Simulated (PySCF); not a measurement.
Compound: C2H6PSi2 (doublet state).
Atom-mapped SMILES: `[CH:1]#[C:2][SiH:3][PH:4][SiH3:5]` (hydrogens: H6 on C1; H7 on Si3; H8 on P4; H9, H10, H11 on Si5)

Cartesian coordinates in Å at the PBE0-D3(BJ)/def2-SVP level; atoms count from 1:
```
atom  x, y, z in Å
C1     2.637    0.624    1.055
C2     1.890   -0.240    0.622
Si3    0.690   -1.510    0.114
P4    -0.779   -0.583   -1.319
Si5   -1.691    0.888    0.149
H6     3.299    1.385    1.429
H7     1.407   -2.668   -0.506
H8    -1.783   -1.587   -1.152
H9    -0.665    1.934    0.423
H10   -2.117    0.250    1.431
H11   -2.877    1.511   -0.511
```

The hyperfine couplings belong to this conformer and change with its torsions.

Method: PySCF 2.14.0, UKS B3LYP, IGLO-III on C P Si, pcH-1 on H, non-relativistic, mean-field spin-orbit, GIAO. One conformer (not necessarily the lowest) at the PBE0-D3(BJ)/def2-SVP geometry, without solvent, vibrations or thermal averaging. No stability test was run, so a lower SCF solution isn't excluded.

(1) Break the g tensor into its mass correction, gauge correction and orbital-Zeeman/spin–orbit terms.

(2) Average each term over the three axes. Which is largest in size?

(3) What are the electron Larmor frequencies g μB B/h along the three axes at 350 mT?

(4) At 9.329 GHz, how far is the centre of the isotropic spectrum from where a free electron (g = 2.002319) resonates?

(5) In a frozen sample, at which fields do the three g values resonate at 9.5, 34, 94 and 263 GHz (hyperfine left aside), and which band first spreads them over more than twice a line width of 0.3 mT?

Answers

(1) 
```tsv
Δg (ppm)	1	2	3
relativistic mass correction	-145	-145	-145
gauge correction	41	16	38
orbital Zeeman/spin–orbit	-804	538	4282
total	-908	408	4175
```

So g = 2.00141, 2.00273, 2.00649 and g_iso = 2.00354; the tensor is rhombic: the two nearest values differ by 26 % of g3 − g1. Axes: g2 points within 11° of the Si3–P4 bond.

(2) The orbital-Zeeman/spin–orbit term 1339, the mass correction -145 and the gauge correction 32 ppm, for a total of 1225 ppm. The orbital-Zeeman/spin–orbit term is the largest in size. The mass correction is the same along every axis, so the anisotropy comes from the other two: their spans along these axes are 25 (gauge) and 5087 ppm (orbital Zeeman/spin–orbit).

(3) 9.8043, 9.8107, 9.8292 GHz for g1, g2 and g3, a range of 24.9 MHz.

(4) B = hν/(g μB) with μB/h = 13.99624 MHz/mT gives 332.88 mT for the free electron and 332.68 mT at g_iso, 0.20 mT lower.

(5) 
| band | GHz | B(g3) mT | B(g2) mT | B(g1) mT | spread mT |
| --- | --- | --- | --- | --- | --- |
| X | 9.5 | 338.28 | 338.91 | 339.14 | 0.86 |
| Q | 34.0 | 1210.68 | 1212.96 | 1213.76 | 3.07 |
| W | 94.0 | 3347.17 | 3353.47 | 3355.68 | 8.50 |
| J | 263.0 | 9364.97 | 9382.58 | 9388.75 | 23.79 |

The spread grows in proportion to the frequency. X band is the first where it exceeds 0.6 mT.

The Mulliken spin populations are largest on Si3 (+0.79), C1 (+0.17), P4 (+0.12) and C2 (-0.11). The positive populations add up to 1.12 and the negative ones to -0.12, together 2S = 1. The angles at Si3 add up to 330.1°, so it is pyramidal.

The HOMO–LUMO gaps are 4.86 eV among the α and 4.39 eV among the β orbitals.
